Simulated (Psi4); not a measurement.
ethyl chloride (C$_{2}$H$_{5}$Cl), singlet, geometry from GFN2-xTB; B3LYP/6-31G*, TDA (Psi4).

Input for Psi4:
```
memory 2 GB

molecule mol {
0 1
C    -0.005783    0.814080    0.003881
C     1.499375    0.645713    0.011974
Cl   -0.816446   -0.780030   -0.008581
H    -0.355827    1.333082    0.895817
H    -0.345282    1.341658   -0.887099
H     1.972005    1.625798    0.019483
H     1.818341    0.096360    0.894178
H     1.828785    0.104853   -0.871640
symmetry c1
}

set {
  basis 6-31g*
  reference rks
  puream true
  save_jk true
  tdscf_states [5]
  tdscf_tda true
  d_convergence 1e-8
}

energy('td-b3lyp')
print_variables()
```

Problem. Write the output that Psi4 gives for this input, abridged.

Solution. 
```
   => Loading Basis Set <=

    Name: 6-31G*
    Role: ORBITAL
    Keyword: BASIS

         ---------------------------------------------------------
                                   SCF
               by Justin Turney, Rob Parrish, Andy Simmonett
                          and Daniel G. A. Smith
                              RKS Reference
         ---------------------------------------------------------

  ==> Geometry <==

    Molecular point group: c1
    Full point group: C1

    Geometry (in Angstrom), charge = 0, multiplicity = 1:

       Center              X                  Y                   Z               Mass
    ------------   -----------------  -----------------  -----------------  -----------------
         C            0.082808616346     0.895667654959     0.004797630903    12.000000000000
         C            1.587966616346     0.727300654959     0.012890630903    12.000000000000
         CL          -0.727854383654    -0.698442345041    -0.007664369097    34.968852682000
         H           -0.267235383654     1.414669654959     0.896733630903     1.007825032230
         H           -0.256690383654     1.423245654959    -0.886182369097     1.007825032230
         H            2.060596616346     1.707385654959     0.020399630903     1.007825032230
         H            1.906932616346     0.177947654959     0.895094630903     1.007825032230
         H            1.917376616346     0.186440654959    -0.870723369097     1.007825032230

  Running in c1 symmetry.

  Rotational constants: A =      1.04796  B =      0.18521  C =      0.16731 [cm^-1]
  Rotational constants: A =  31417.16876  B =   5552.60178  C =   5015.86285 [MHz]
  Nuclear repulsion =  103.222986990232627

  Charge       = 0
  Multiplicity = 1
  Electrons    = 34
  Nalpha       = 17
  Nbeta        = 17

  ==> Algorithm <==

  SCF Algorithm Type is DF.
  DIIS enabled.
  MOM disabled.
  Fractional occupation disabled.
  Guess Type is SAD.
  Energy threshold   = 1.00e-06
  Density threshold  = 1.00e-08
  Integral threshold = 1.00e-12

  ==> Primary Basis <==

  Basis Set: 6-31G*
    Blend: 6-31G*
    Number of shells: 30
    Number of basis functions: 56
    Number of Cartesian functions: 59
    Spherical Harmonics?: true
    Max angular momentum: 2

  ==> DFT Potential <==

   => LibXC <=

    Version 7.1.2
    S. Lehtola, C. Steigemann, M. J. T. Oliveira, and M. A. L. Marques,  SoftwareX 7, 1–5 (2018) (10.1016/j.softx.2017.11.002)

   => Composite Functional: B3LYP <=

    B3LYP Hyb-GGA Exchange-Correlation Functional

    P. J. Stephens, F. J. Devlin, C. F. Chabalowski, and M. J. Frisch,  J. Phys. Chem. 98, 11623 (1994) (10.1021/j100096a001)

    Deriv               =              1
    GGA                 =           TRUE
    Meta                =          FALSE

    Exchange Hybrid     =           TRUE
    MP2 Hybrid          =          FALSE

   => Exchange Functionals <=

    0.0800   Slater exchange
    0.7200         Becke 88

   => Exact (HF) Exchange <=

    0.2000               HF

   => Correlation Functionals <=

    0.1900   Vosko, Wilk & Nusair (VWN5_RPA)
    0.8100   Lee, Yang & Parr

   => LibXC Density Thresholds  <==

    XC_HYB_GGA_XC_B3LYP:  1.00E-15

   => Molecular Quadrature <=

    Radial Scheme          =       TREUTLER
    Pruning Scheme         =           NONE
    Nuclear Scheme         =       TREUTLER

    Blocking Scheme        =         OCTREE
    BS radius alpha        =              1
    Pruning alpha          =              1
    Radial Points          =             75
    Spherical Points       =            302
    Total Points           =         170894
    Total Blocks           =           1325
    Max Points             =            256
    Max Functions          =             55
    Weights Tolerance      =       1.00E-15

   => Loading Basis Set <=

    Name: (6-31G* AUX)
    Role: JKFIT
    Keyword: DF_BASIS_SCF

  ==> Integral Setup <==

[...]
  @DF-RKS Final Energy:  -539.42094218524824
    Total Energy =                       -539.4209421852482365
[...]

                         Generalized Davidson Solver
                               By Ruhee Dcunha

  ==> Options <==

    Max number of iterations        = 60
    Eigenvector tolerance           = 1.0000e-06
    Max number of expansion vectors = 1500

  => Iterations <=
                           Max[D[value]]     Max[|R|]   # vectors
  DavidsonSolver iter   1:   3.72205e-01  7.57234e-02     20
  DavidsonSolver iter   2:   4.77779e-03  7.71834e-03     25
  DavidsonSolver iter   3:   9.91675e-05  1.93453e-03     30
  DavidsonSolver iter   4:   5.43489e-06  3.94491e-04     35
  DavidsonSolver iter   5:   2.72125e-07  9.81841e-05     40
  DavidsonSolver iter   6:   1.21153e-08  1.13597e-05     45
  DavidsonSolver iter   7:   1.65865e-10  1.29538e-06     48
  DavidsonSolver iter   8:   1.93057e-12  4.83953e-07     49      Converged

******************************************************************************************
**********                               WARNING                                **********
**********  Length-gauge rotatory strengths are **NOT** gauge-origin invariant  **********
******************************************************************************************

                                    Excitation Energy         Total Energy        Oscillator Strength             Rotatory Strength
     #   Sym: GS->ES (Trans)        au              eV              au          au (length)    au (velocity)    au (length)    au (velocity)
    ---- -------------------- --------------- --------------- --------------- --------------- --------------- --------------- ---------------
     1        A->A (1 A)       0.28063         7.63643        -539.14031       0.0010          0.0047         -0.0000          0.0000
     2        A->A (1 A)       0.28154         7.66111        -539.13940       0.0004          0.0044          0.0000         -0.0000
     3        A->A (1 A)       0.35202         9.57908        -539.06892       0.0015          0.0010          0.0000          0.0000
     4        A->A (1 A)       0.35401         9.63322        -539.06693       0.0164          0.0119         -0.0000         -0.0000
     5        A->A (1 A)       0.37082         10.09050       -539.05012       0.0005          0.0000          0.0000          0.0000

Contributing excitations
Only contributions with abs(coeff) > 1.00e-01 will be printed:

Excited State    1 (1 A):   0.28063 au   162.36 nm f = 0.0010
  Sums of squares: Xssq =  1.000000e+00
     17a  ->  18a    -0.995449 (99.092%)

Excited State    2 (1 A):   0.28154 au   161.84 nm f = 0.0004
  Sums of squares: Xssq =  1.000000e+00
     16a  ->  18a     0.995946 (99.191%)

Excited State    3 (1 A):   0.35202 au   129.43 nm f = 0.0015
  Sums of squares: Xssq =  1.000000e+00
     17a  ->  19a    -0.992659 (98.537%)

Excited State    4 (1 A):   0.35401 au   128.70 nm f = 0.0164
  Sums of squares: Xssq =  1.000000e+00
     15a  ->  18a    -0.165796 ( 2.749%)
     16a  ->  19a    -0.978541 (95.754%)

Excited State    5 (1 A):   0.37082 au   122.87 nm f = 0.0005
  Sums of squares: Xssq =  1.000000e+00
     14a  ->  18a     0.992569 (98.519%)

******************************************************************************************
**********                               WARNING                                **********
**********       The names of excited state variables changed between 1.5       **********
**********     and 1.6. For a quick solution, remove the symmetry specifier     **********
**********   from the variable name. For full details, see 'Notes on Psivars'   **********
**********                        in the documentation.                         **********
******************************************************************************************

  Variable Map:
  ----------------------------------------------------------------------------
[...]
  Array Variable Map:
  ----------------------------------------------------------------------------
[...]
[...]
```
